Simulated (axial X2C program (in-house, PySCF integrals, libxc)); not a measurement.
# RbSe⁺: cheaper levels and CCSD(T), 2c

All values were computed with an in-house all-electron X2C program for linear molecules (integrals from PySCF). Two-component (2c) means X2C with spin–orbit coupling and atomic mean-field two-electron Coulomb and Gaunt terms. Basis: Rb dyall-cv3z [12s13p8d4f1g], Se dyall-cv3z [8s9p6d4f1g] (cores contracted in-house); Gaussian nuclei, density fitting, unrestricted open shells. Masses: Rb 84.912 u, Se 79.917 u.

State: Ω = 1 (⟨Sz⟩ = 0.94, ⟨Lz⟩ = 0.06 at HF); fragments Rb+ + Se.

```json
{"level": "PBE0", "Re (Å)": "3.594", "ωe (cm⁻¹)": "70.8", "De (eV)": "0.296"}
{"level": "HF", "Re (Å)": "3.766", "ωe (cm⁻¹)": "59.9", "De (eV)": "n/a"}
{"level": "MP2", "Re (Å)": "3.607", "ωe (cm⁻¹)": "71.3", "De (eV)": "0.217"}
{"level": "CCSD", "Re (Å)": "3.634", "ωe (cm⁻¹)": "68.8", "De (eV)": "0.234"}
{"level": "BLYP", "Re (Å)": "3.677", "ωe (cm⁻¹)": "65.0", "De (eV)": "0.228"}
```

Correlated methods: 14 electrons correlated (number of frozen shells: Rb 3 s, 2 p, 1 d; Se 3 s, 2 p, 1 d), 278 virtual spin orbitals or spinors in MP2, 90 natural virtuals in coupled cluster.

CCSD(T), same Hamiltonian and basis:

Re = 3.623 Å, ωe = 69.8 cm⁻¹, De = 0.22 eV; T1 = 0.007 (Lee–Taylor normalisation).

Problem. Give the differences from CCSD(T) in the columns below.

Solution. 

```tsv
level	ΔRe (Å)	Δωe (cm⁻¹)
PBE0	-0.029	1.0
HF	0.143	-9.9
MP2	-0.016	1.5
CCSD	0.011	-1.0
BLYP	0.054	-4.8
```

The state is a single determinant with fixed occupations, the lowest that a limited PBE0 search found. Dissociation energies refer to the lowest single-determinant-based atoms at the same level and basis. De is not given where an atomic determinant may have missed its ground term or J level, or where the truncated virtual space spoils (T). Density functionals use the spin component along the axis (collinear). Coupled cluster ran in a truncated set of natural virtual spinors; the MP2 energy of the rest was added. (T) has no such correction and the atoms are truncated less, which lowers De at CCSD(T) by a hundredth of an eV or more. PBE0 can misorder states that lie within some tenths of an eV, so this need not be the ground state of the molecule. The nearest other 2c determinant of the search, Ω = 2, lies 0.26 eV up at the distance of the search. The functionals have no current-density term, which raises determinants with orbital currents, atoms included. With several unpaired electrons one determinant need not be a pure state. Open-shell Ω = 0 determinants with evenly filled partner blocks cannot be reached by this program, so the Ω shown need not be the lowest component. This is the Ω = 1 component of a π² triplet; the 0⁺ component is not one determinant and can lie lowest. The bond is weak, and without diffuse functions and with truncated virtuals even CCSD(T) can be tens of per cent off in De.
